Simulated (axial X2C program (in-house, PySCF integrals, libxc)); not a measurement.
CaAu⁺: from Re and ωe to a spectrum

A bond curve at the PBE0 level, with spin–orbit coupling, was computed with an in-house relativistic program for diatomic molecules (basis Au dyall-cv3z [13s14p9d6f4g], Ca dyall-cv3z [11s12p6d4f] (cores contracted in-house)) for the state Ω = 0 (closed shell). Its fit gives Re = 2.5201 Å, ωe = 257.7 cm⁻¹, ωexe = 0.573 cm⁻¹ and αe = 2.721e-04 cm⁻¹; the masses are 196.9666 and 39.9626 u. Two-component means X2C with spin–orbit coupling and atomic mean-field Coulomb and Gaunt terms.

Find the reduced mass, Be and the force constant.

From the PBE0 values: μ = 33.2222 u. Be = 16.8576/(μ Re²) = 0.0799 cm⁻¹. k = 5.8918×10⁻⁷ μ ωe² = 1.3 mdyn/Å.

A Morse curve ties αe to the other constants (Pekeris). How well does that hold?

αe(Morse) = 6Be²/ωe × (√(ωexe/Be) − 1) = 2.494e-04 cm⁻¹; the PBE0 curve gives 2.721e-04 cm⁻¹, a ratio of 0.92.

Where do the fundamental and the first overtone lie?

ν(1←0) = ωe − 2ωexe = 256.6 cm⁻¹; ν(2←0) = 2ωe − 6ωexe = 512.0 cm⁻¹.

Give B0, the J = 1←0 line in GHz and the most populated J at 300 K (kT = 208.5 cm⁻¹).

B0 = Be − αe/2 = 0.07976 cm⁻¹; 2B0 = 4.782 GHz; J(max) ≈ √(kT/2B0) − 1/2 = 35.7, so J = 36.

Estimate De from a Morse curve and compare with the computed well depth of 2.798 eV to Au + Ca+.

De(Morse) = ωe²/(4ωexe) = 3.592 eV against 2.798 eV computed, a ratio of 1.28. The extrapolation overshoots: the well softens faster than a Morse curve, or the lowest atomic limit lies below the one to which the curve heads.

The state is one determinant whose occupation by symmetry is held fixed; it was picked as the lowest of a PBE0 search that is not exhaustive. Dissociation energies refer to the lowest single-determinant-based atoms at the same level and basis.
